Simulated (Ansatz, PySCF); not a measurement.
Gas-phase reaction (SMILES): F[Si](F)(F)F + N (NH3) → N[Si](F)(F)F + F (HF); ammonia cleaves one Si-F bond, a model of a ligand-exchange step.

Each molecule is optimised on its own at B3LYP-D3(BJ)/def2-TZVP (Ansatz, a quantum-chemistry and plane-wave program), one conformer each, not searched for the lowest. Valence correlation only, unless marked. Spin-orbit coupling is left out. Non-relativistic. CBS marks a two-point X^-3 extrapolation of the correlation energy; Hartree-Fock from the larger set. The bracket is a focal-point correction in the basis named. Thermal terms are rigid-rotor harmonic-oscillator values from B3LYP-D3(BJ) frequencies (Ansatz or PySCF) at 298.15 K and 1 atm. 1 Eh = 627.5095 kcal/mol.

| species | E, RI-MP2/CBS(aug-cc-pV(T+d)Z,aug-cc-pV(Q+d)Z)+[CCSD(T)-MP2]/aug-cc-pV(T+d)Z (Ansatz) (Eh) | E, PBE-D3(BJ)/def2-TZVPD (Ansatz + dftd3) (Eh) | H - E (Eh) |
|---|---|---|---|
| F[Si](F)(F)F | -688.52919 | -688.81417 | 0.01842 |
| N (NH3) | -56.50756 | -56.51114 | 0.03799 |
| N[Si](F)(F)F | -644.61537 | -644.90521 | 0.04235 |
| F (HF) | -100.39388 | -100.39533 | 0.01259 |

Question: Work out ΔE and ΔH at 298.15 K at the first level, then ΔH at the second.

Answer: 
1. ΔE = [(-644.61537) + (-100.39388)] - [(-688.52919) + (-56.50756)] = 0.02750 Eh = 17.3 kcal/mol at RI-MP2/CBS(aug-cc-pV(T+d)Z,aug-cc-pV(Q+d)Z)+[CCSD(T)-MP2]/aug-cc-pV(T+d)Z.
2. The terms H - E add up to -0.00147 Eh, so ΔH = (0.02750 + (-0.00147))×627.5095 = 16.3 kcal/mol.
3. At PBE-D3(BJ)/def2-TZVPD the same steps give ΔE = 15.5 and ΔH = 14.6 kcal/mol, a shift of -1.7 from the first level.
4. These values are not checked against measurement here, since the tables used lack a sound gas-phase enthalpy of formation for at least one species.
